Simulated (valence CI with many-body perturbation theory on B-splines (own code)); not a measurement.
The numbers below are computed, except where a source is named.
# Ga²⁴⁺ in three bases

Level of theory: configuration interaction combined with many-body perturbation theory (CI+MBPT): five valence electrons over a frozen Dirac-Fock core [He], radial functions for each j: 9 s, 9 p, 8 d, 6 f, 3 g, 1 h, with the one-electron correlation potential Σ1 (screened to all orders), the two-electron term Σ2, the three-electron term Σ3, Breit, model QED; selected single and double excitations, second order for the rest, scaled by the run's own slope (own B-spline code, finite nucleus).

No measured spectrum was set against this ion. As an estimate, levels of excited configurations hold to 0.05 to 0.15 % of their energy, terms of the ground configuration to about 0.5 %. Among the levels kept, up to 3900 cm⁻¹ of a level comes from second order outside the variational space, and about a tenth of that is noise between levels of different J, which matters for small intervals.

The reference run has the lowest level 2s²2p³ ⁴S°_3/2 and an ionisation energy of 2390.23 eV. Its largest variational space holds 27417 state functions.

Names give the largest LS component (configuration and term), which can be under half, so a name can repeat, a term be missing and a line seem to break the LS rules; names also repeat where a configuration has a term twice.

Changed runs:
A. basis 6 s, 6 p, 5 d, 3 f, 1 g
B. basis 5 s, 5 p, 4 d, 2 f

Excitation energies of the reference run in cm⁻¹, and shifts in cm⁻¹:

```tsv
Level	Reference	A	B
2s²2p³ ²D°_3/2	208682	+98	+306
2s²2p³ ²D°_5/2	281968	+183	+509
2s²2p³ ²P°_1/2	389948	+183	+607
2s²2p³ ²P°_3/2	561344	+153	+491
2s2p⁴ ⁴P_5/2	1016950	+16	+42
2s2p⁴ ⁴P_3/2	1163930	+5.3	+39
2s2p⁴ ⁴P_1/2	1189090	+21	+122
2s2p⁴ ²D_3/2	1413490	+238	+771
2s2p⁴ ²D_5/2	1467070	+257	+780
2s2p⁴ ²S_1/2	1613260	+258	+909
2s2p⁴ ²P_3/2	1680040	+293	+949
2s2p⁴ ²P_1/2	1897640	+265	+931
Ionisation energy (eV)	2390.23	-0.026	-0.09
```
